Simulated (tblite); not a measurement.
C7H14O2Si.
SMILES with atom numbers: `[CH3:1][SiH2:2][C@:3]1([C:4](=[O:5])[OH:6])[CH2:7][C@@H:8]([CH3:9])[CH2:10]1` (hydrogens: H11, H12, H13 on C1; H14, H15 on Si2; H16 on O6; H17, H18 on C7; H19 on C8; H20, H21, H22 on C9; H23, H24 on C10)

Computed with GFN2-xTB (tblite), gas phase: L-BFGS steps from a force-field or distance-geometry start until the largest atomic force falls under 0.01 eV/Å.

Step 42: E = -870.3332 eV
```
atom  x, y, z in Å  |  force x, y, z in eV/Å
C1     -3.4659   -0.1955   -0.5109    0.082  -0.030   0.012
Si2    -1.7704   -0.9577   -0.1111   -0.161  -0.005  -0.020
C3     -0.2471    0.2136   -0.0614   -0.017  -0.037   0.133
C4     -0.6145    1.6569    0.0610    0.002   0.025  -0.024
O5     -1.6889    2.1334   -0.2091   -0.003  -0.058  -0.064
O6      0.3906    2.4385    0.4930    0.091  -0.002  -0.016
C7      0.7481   -0.0680   -1.2201   -0.017   0.033   0.051
C8      1.6589   -0.8347   -0.2518    0.031  -0.005  -0.026
C9      3.1413   -0.4831   -0.2824   -0.011   0.004   0.019
C10     0.8505   -0.2606    0.9198    0.103  -0.031  -0.018
H11    -3.7563    0.5638    0.2119    0.062  -0.086  -0.061
H12    -4.2340   -0.9664   -0.5198    0.084   0.028   0.025
H13    -3.4616    0.2788   -1.4905    0.022  -0.025   0.094
H14    -1.4501   -1.9490   -1.1587   -0.045   0.007   0.076
H15    -1.7743   -1.6398    1.2001   -0.091   0.071  -0.080
H16     0.1089    3.3662    0.5154   -0.042  -0.035   0.011
H17     0.3460   -0.6228   -2.0657    0.038   0.050   0.000
H18     1.2322    0.8384   -1.5736   -0.036   0.092  -0.105
H19     1.5256   -1.9129   -0.3446   -0.048  -0.027   0.041
H20     3.2770    0.4969   -0.7398    0.102  -0.079   0.072
H21     3.7172   -1.2207   -0.8397   -0.049   0.111  -0.047
H22     3.5377   -0.4436    0.7310    0.014  -0.038  -0.028
H23     0.5427   -0.9713    1.6831   -0.068  -0.043  -0.010
H24     1.3746    0.5596    1.4050   -0.044   0.079  -0.036
```

Step 43: E = -870.3389 eV
```
atom  x, y, z in Å  |  force x, y, z in eV/Å
C1     -3.4591   -0.1971   -0.5159    0.088  -0.021   0.026
Si2    -1.7667   -0.9619   -0.1039   -0.174   0.021  -0.041
C3     -0.2489    0.2151   -0.0588   -0.004  -0.025   0.096
C4     -0.6152    1.6578    0.0563   -0.033   0.051   0.000
O5     -1.6845    2.1389   -0.2263   -0.005  -0.076  -0.074
O6      0.3861    2.4362    0.5014    0.112   0.015  -0.001
C7      0.7412   -0.0674   -1.2206    0.038  -0.011   0.032
C8      1.6555   -0.8337   -0.2556    0.026   0.007   0.054
C9      3.1381   -0.4846   -0.2851   -0.027  -0.025   0.015
C10     0.8546   -0.2529    0.9164    0.053  -0.020   0.038
H11    -3.7540    0.5599    0.2074    0.064  -0.090  -0.039
H12    -4.2278   -0.9674   -0.5317    0.084   0.034   0.013
H13    -3.4491    0.2865   -1.4910    0.031  -0.057   0.086
H14    -1.4352   -1.9585   -1.1423   -0.058   0.002   0.067
H15    -1.7708   -1.6388    1.2087   -0.098   0.069  -0.061
H16     0.1044    3.3636    0.5246   -0.041  -0.017   0.005
H17     0.3378   -0.6260   -2.0611    0.013   0.039  -0.049
H18     1.2269    0.8354   -1.5795   -0.040   0.113  -0.103
H19     1.5142   -1.9133   -0.3367   -0.011   0.021   0.011
H20     3.2721    0.5114   -0.7095    0.107  -0.128   0.068
H21     3.7021   -1.2105   -0.8700   -0.023   0.152  -0.048
H22     3.5420   -0.4814    0.7274   -0.004  -0.037  -0.066
H23     0.5500   -0.9588    1.6822   -0.095  -0.117   0.046
H24     1.3746    0.5673    1.4046   -0.004   0.101  -0.074
```

Step 44: E = -870.3456 eV
```
atom  x, y, z in Å  |  force x, y, z in eV/Å
C1     -3.4515   -0.1991   -0.5211    0.060  -0.005   0.031
Si2    -1.7659   -0.9648   -0.0975   -0.100   0.050  -0.049
C3     -0.2504    0.2159   -0.0533    0.019  -0.007   0.015
C4     -0.6151    1.6586    0.0523   -0.056   0.046   0.026
O5     -1.6799    2.1416   -0.2449    0.020  -0.075  -0.070
O6      0.3830    2.4343    0.5095    0.078   0.026   0.003
C7      0.7347   -0.0667   -1.2198    0.084  -0.043   0.001
C8      1.6532   -0.8327   -0.2583    0.007   0.023   0.129
C9      3.1356   -0.4867   -0.2880   -0.023  -0.053   0.006
C10     0.8608   -0.2455    0.9147   -0.036  -0.004   0.101
H11    -3.7520    0.5544    0.2015    0.054  -0.062   0.014
H12    -4.2194   -0.9688   -0.5437    0.058   0.016  -0.002
H13    -3.4369    0.2933   -1.4905    0.041  -0.071   0.039
H14    -1.4235   -1.9659   -1.1261   -0.064  -0.015   0.045
H15    -1.7718   -1.6360    1.2149   -0.103   0.052  -0.017
H16     0.0980    3.3602    0.5353   -0.029   0.009  -0.003
H17     0.3303   -0.6296   -2.0558   -0.010   0.031  -0.079
H18     1.2202    0.8336   -1.5875   -0.054   0.100  -0.071
H19     1.5025   -1.9137   -0.3263    0.031   0.074  -0.026
H20     3.2697    0.5235   -0.6787    0.098  -0.154   0.059
H21     3.6868   -1.1975   -0.9030    0.007   0.172  -0.041
H22     3.5485   -0.5197    0.7215   -0.022  -0.041  -0.100
H23     0.5568   -0.9472    1.6826   -0.095  -0.163   0.091
H24     1.3747    0.5782    1.4032    0.034   0.094  -0.102
```

Step 45: E = -870.3531 eV
```
atom  x, y, z in Å  |  force x, y, z in eV/Å
C1     -3.4432   -0.2013   -0.5258    0.004   0.013   0.023
Si2    -1.7669   -0.9663   -0.0923    0.042   0.067  -0.036
C3     -0.2513    0.2163   -0.0466    0.040   0.007  -0.076
C4     -0.6147    1.6597    0.0492   -0.053   0.006   0.037
O5     -1.6753    2.1418   -0.2644    0.056  -0.052  -0.050
O6      0.3811    2.4333    0.5171    0.002   0.032   0.001
C7      0.7298   -0.0665   -1.2187    0.099  -0.049  -0.024
C8      1.6512   -0.8315   -0.2585   -0.018   0.042   0.162
C9      3.1330   -0.4898   -0.2908   -0.018  -0.061  -0.004
C10     0.8667   -0.2386    0.9156   -0.127   0.005   0.138
H11    -3.7496    0.5477    0.1956    0.033  -0.009   0.085
H12    -4.2091   -0.9701   -0.5553    0.010  -0.024  -0.015
H13    -3.4245    0.2983   -1.4893    0.050  -0.062  -0.033
H14    -1.4152   -1.9720   -1.1102   -0.064  -0.038   0.015
H15    -1.7764   -1.6315    1.2196   -0.106   0.030   0.038
H16     0.0909    3.3570    0.5464   -0.011   0.040  -0.011
H17     0.3234   -0.6330   -2.0514   -0.019   0.029  -0.076
H18     1.2125    0.8332   -1.5966   -0.068   0.058  -0.020
H19     1.4918   -1.9128   -0.3154    0.066   0.104  -0.059
H20     3.2696    0.5318   -0.6483    0.078  -0.136   0.041
H21     3.6719   -1.1812   -0.9365    0.041   0.148  -0.041
H22     3.5553   -0.5573    0.7130   -0.021  -0.052  -0.102
H23     0.5621   -0.9387    1.6848   -0.070  -0.157   0.112
H24     1.3754    0.5913    1.3997    0.054   0.055  -0.107
```

Problem. Estimate the geometry and energy of step 46. (The exact step hangs on the optimiser's Hessian estimate; all steps are aligned on step 45, rigid shifts and turns removed.)

Solution. E = -870.3601 eV, largest force 0.269 eV/Å
```
atom  x, y, z in Å  |  force x, y, z in eV/Å
C1     -3.4318   -0.2038   -0.5347   -0.070   0.027   0.006
Si2    -1.7660   -0.9656   -0.0832    0.181   0.057  -0.007
C3     -0.2507    0.2196   -0.0374    0.053   0.020  -0.144
C4     -0.6148    1.6635    0.0470   -0.052  -0.011   0.016
O5     -1.6690    2.1429   -0.2947    0.163  -0.040   0.004
O6      0.3745    2.4362    0.5362   -0.134   0.020  -0.024
C7      0.7235   -0.0722   -1.2163    0.076  -0.012  -0.036
C8      1.6465   -0.8322   -0.2529   -0.029   0.043   0.139
C9      3.1271   -0.4966   -0.2978    0.126  -0.042  -0.010
C10     0.8733   -0.2263    0.9219   -0.175  -0.008   0.132
H11    -3.7517    0.5377    0.1861    0.016   0.035   0.132
H12    -4.1949   -0.9731   -0.5813   -0.020  -0.052  -0.019
H13    -3.4008    0.3037   -1.4921    0.053  -0.043  -0.082
H14    -1.4037   -1.9772   -1.0893   -0.065  -0.059  -0.009
H15    -1.7776   -1.6251    1.2290   -0.115   0.019   0.079
H16     0.0782    3.3576    0.5678    0.007   0.060  -0.020
H17     0.3095   -0.6440   -2.0436    0.002   0.041  -0.032
H18     1.2034    0.8252   -1.6102   -0.083  -0.007   0.041
H19     1.4796   -1.9135   -0.2966    0.084   0.114  -0.080
H20     3.2605    0.5465   -0.6025    0.063  -0.249   0.073
H21     3.6504   -1.1531   -0.9991   -0.029   0.230   0.100
H22     3.5688   -0.6209    0.6975   -0.061  -0.036  -0.260
H23     0.5695   -0.9222    1.6978   -0.028  -0.088   0.094
H24     1.3846    0.6128    1.3895    0.038  -0.018  -0.093
```

The energy changes by -0.0070 eV. The first-order estimate −F·Δx gives -0.0116 eV and the mean of the old and new forces, exact on a quadratic surface, -0.0066 eV. The step makes an angle of 81° with the force vector and moves no atom by more than 0.072 Å.

The cost below is that of the whole relaxation. On one thread, Arm Neoverse V1 (aarch64) (shared host), this took 2.2 s.
